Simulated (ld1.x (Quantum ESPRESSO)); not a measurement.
**germanium: one change to an RRKJ potential, before and after**

- Element: germanium
- Generator: ld1.x (Quantum ESPRESSO) 7.5
- Type: norm-conserving RRKJ (Kleinman–Bylander form)
- Functional: PBE
- Relativity: fully relativistic
- Frozen core: [Ar]
- Valence charge: 14
- Reference configuration: 3d10 4s2 4p1.5 (charge +0.5)
- Partial waves: 4s (bound): rc 1.85 bohr; 4p (bound): rc 2.10 bohr; 3d (bound): rc 0.80 bohr
- Local potential: all-electron potential smoothed inside 1.05 bohr (lloc = -1)
- Core correction: a·sin(br)/r model core, default radius (core density twice the valence density)
- rho0: 0.01

Open shells are filled in proportion to 2j + 1 (rel_dist='average').

Change: all radii but the core radius scaled by about 0.91 (s 1.68, p 1.90, d 0.72 bohr); local potential all-electron potential smoothed inside 0.96 bohr (lloc = -1).

Cutoffs: the cutoffs (Ry, on a coarse ladder) from which the occupation-weighted sum of valence levels, in a spherical-Bessel basis at the reference potential, stays within 10 and 1 mRy of its value at 400 Ry; they do not see the model core or the augmentation charge, which bear on the density cutoff. Errors are all-electron minus pseudo energies relative to the spin-unpolarised reference configuration.

Problem. Predict the effect on cutoff, ghosts and configuration errors.

Solution. Both files keep a bound ghost (s); of the 7 tests that both files solve, the error grows in 2 and shrinks in 1 by more than 15 % and 0.3 meV (median size 1.6 → 1.8 meV).

| quantity | base | changed |
| --- | --- | --- |
| cutoff, loose | 300 Ry | over 300 Ry |
| cutoff, tight | over 300 Ry | over 300 Ry |
| loose cutoff by channel (10 mRy a level) | s 30 Ry, p 12 Ry, d 230 Ry | s 35 Ry, p 6 Ry, d 300 Ry |
| bound ghosts | s | s |
| error for 3d10 4s2 4p2, meV [ΔE -2.80 eV] | +0.2 | +0.4 |
| error for 3d10 4s2 4p1, meV [ΔE 4.64 eV] | +0.2 | +0.4 |
| error for 3d10 4s2 4p0, meV [ΔE 20.09 eV] | -1.6 | -1.8 |
| error for 3d10 4s0 4p0, meV [ΔE 101.22 eV] | -39 | -56 |
| error for 3d10 4s1 4p2, meV [ΔE 13.36 eV] | -1.4 | +1.0 |
| error for 3d9 4s2 4p3, meV [ΔE 26.82 eV] | -618 | -549 |
| error for 3d10 4s1 4p0, meV [ΔE 54.88 eV] | -10 | -14 |

 A true bound ghost makes a file unfit for plane-wave use even where its test errors are small: the radial tests pick states by their node count and pass the ghost by.
